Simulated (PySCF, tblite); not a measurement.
Isomers of C5H2Cl2O2, one GFN2-xTB conformer each. Single-point energies are computed at PBE0/pcSseg-1 (PySCF, gas phase, no added dispersion term), electronic only.

```
            SMILES  GFN2-xTB relative energy (kcal/mol)
O=C(Cl)c1cc(Cl)co1                                  0.3
O=C(Cl)c1ccc(Cl)o1                                  0.0
```

Conformers: `[O:1]=[C:2]([Cl:3])[c:4]1[cH:5][c:6]([Cl:7])[cH:8][o:9]1` with O1–C2–C4–C5 0°; `[O:1]=[C:2]([Cl:3])[c:4]1[cH:5][cH:6][c:7]([Cl:8])[o:9]1` with O1–C2–C4–C5 0°.

Problem. What does PBE0/pcSseg-1 give for the same structures?

Solution. 
| SMILES | PBE0/pcSseg-1 E (Eh) | PBE0/pcSseg-1 (kcal/mol) | GFN2-xTB (kcal/mol) | point group |
| --- | --- | --- | --- | --- |
| O=C(Cl)c1ccc(Cl)o1 | -1261.80376 | 0.0 | 0.0 | Cs |
| O=C(Cl)c1cc(Cl)co1 | -1261.80242 | 0.8 | 0.3 | Cs |

Both levels put the same isomer lowest. Neighbours under 2.5 kcal/mol apart (O=C(Cl)c1ccc(Cl)o1 and O=C(Cl)c1cc(Cl)co1) can change places with a better method, another conformer or zero-point energy.

Problem. Which frontier levels, dipoles and rotational constants go with these structures?

Solution. 
```
            SMILES  HOMO (eV, PBE0/pcSseg-1)  LUMO (eV)  dipole (D)       A, B, C (MHz)
O=C(Cl)c1ccc(Cl)o1                     -7.57      -2.35        3.92  2489, 693.7, 542.5
O=C(Cl)c1cc(Cl)co1                     -7.74      -2.44        3.11  3767, 559.1, 486.8
```

Problem. What happens when harmonic zero-point energies from GFN2-xTB frequencies are added?

Solution. 
```json
{"SMILES": "O=C(Cl)c1ccc(Cl)o1", "ZPE (kcal/mol)": "37.0", "electronic (kcal/mol)": "0.0", "with ZPE (kcal/mol)": "0.0"}
{"SMILES": "O=C(Cl)c1cc(Cl)co1", "ZPE (kcal/mol)": "37.0", "electronic (kcal/mol)": "0.8", "with ZPE (kcal/mol)": "0.8"}
```

The zero-point energies span 0.0 kcal/mol. The order is unchanged.
